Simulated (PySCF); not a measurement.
ethenyl(silyloxy)silane (C₂H₈OSi₂), SMILES C=C[SiH2]O[SiH3].

The structure is a stationary point at ωB97X-D3(BJ)/def2-SVP. The values are those of a single conformer.

These are PBE/def2-TZVP (PySCF) values and carry that method's errors.

Symmetry labels are those of the subgroup Cs that the program uses (full group Cs).

Computed valence orbital energies around the gap with their symmetry:
```tsv
orbital	symmetry	energy (eV)
HOMO−7	A'	-9.90
HOMO−6	A"	-9.76
HOMO−5	A'	-9.17
HOMO−4	A"	-8.42
HOMO−3	A'	-7.89
HOMO−2	A'	-7.35
HOMO−1	A"	-7.26
HOMO	A"	-6.83
LUMO	A"	-1.51
LUMO+1	A'	-0.98
LUMO+2	A'	0.37
LUMO+3	A'	0.51
```
